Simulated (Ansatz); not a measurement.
Geometry optimisation, RKS PBE-D4/cc-pVDZ in Ansatz.

input.yaml

```yaml
crystal:
  periodic: [false, false, false]
  atoms:
    - { symbol: Si, position_ang: [0.0, 0.0, 0.0] }
    - { symbol: F, position_ang: [0.9996, 0.0, 1.4848] }
    - { symbol: H, position_ang: [1.6189, 0.0, 0.3673] }
    - { symbol: "N", position_ang: [-0.8572, 1.4851, -0.6061] }
    - { symbol: H, position_ang: [-1.8773, 1.43, -0.8888] }
    - { symbol: H, position_ang: [-0.3367, 2.4058, -0.6766] }
    - { symbol: C, position_ang: [-0.8808, -1.5259, -0.6227] }
    - { symbol: H, position_ang: [-1.3804, -2.0377, 0.2261] }
    - { symbol: H, position_ang: [-1.6409, -1.2332, -1.3768] }
    - { symbol: H, position_ang: [-0.1449, -2.2146, -1.0879] }
basis:
  gaussian: { orbitals: cc-pVDZ }
hamiltonian:
  xc: pbe
  dispersion: d4
relax:
  f_tol: 0.15
  max_steps: 25
  restrain:
    - { distance: [1, 2], at: 2.12, k: 30.0 }
    - { distance: [0, 1], at: 1.59, k: 30.0 }
    - { distance: [0, 2], at: 1.46, k: 30.0 }
```

Launched with:

```bash
$ ansatz run input.yaml --threads 2 --pin off --max-ram 3072MiB --backend cpu --events-out ev --progress --plain --runs-dir out
```

Q: Where does it end, and by what steps?

A: It converged. The restraints hold the end off the free minimum. After 9 steps the energy has fallen by 3.671 eV (the restraints' own energy left out); H3 moved furthest, 0.75 Å.

```json
{"step": "0", "energy less start (eV)": "0.0000", "largest force component (eV/Å)": "5.103", "accepted": "yes"}
{"step": "1", "energy less start (eV)": "-1.7728", "largest force component (eV/Å)": "2.951", "accepted": "yes"}
{"step": "2", "energy less start (eV)": "-2.8012", "largest force component (eV/Å)": "1.935", "accepted": "yes"}
{"step": "3", "energy less start (eV)": "-3.5141", "largest force component (eV/Å)": "1.185", "accepted": "yes"}
{"step": "4", "energy less start (eV)": "-3.5579", "largest force component (eV/Å)": "2.195", "accepted": "yes"}
{"step": "5", "energy less start (eV)": "-3.6359", "largest force component (eV/Å)": "2.335", "accepted": "yes"}
{"step": "6", "energy less start (eV)": "-3.6592", "largest force component (eV/Å)": "2.115", "accepted": "yes"}
{"step": "7", "energy less start (eV)": "-3.6641", "largest force component (eV/Å)": "2.061", "accepted": "no"}
{"step": "8", "energy less start (eV)": "-3.6652", "largest force component (eV/Å)": "2.141", "accepted": "yes"}
{"step": "9", "energy less start (eV)": "-3.6706", "largest force component (eV/Å)": "2.159", "accepted": "yes"}
```

```xyz
10
Properties=species:S:1:pos:R:3
Si 0.141 0.029 -0.081
F 0.490 -0.017 1.504
H 1.571 0.113 -0.370
N -0.728 1.427 -0.645
H -1.753 1.408 -0.566
H -0.385 2.353 -0.370
C -0.811 -1.508 -0.590
H -1.566 -1.761 0.190
H -1.333 -1.355 -1.560
H -0.126 -2.380 -0.692
```

Run time: 7.6 s on 2 threads of AMD EPYC 9R45 96-Core Processor (Zen 5), on a shared host, peak memory 0.17 GiB.
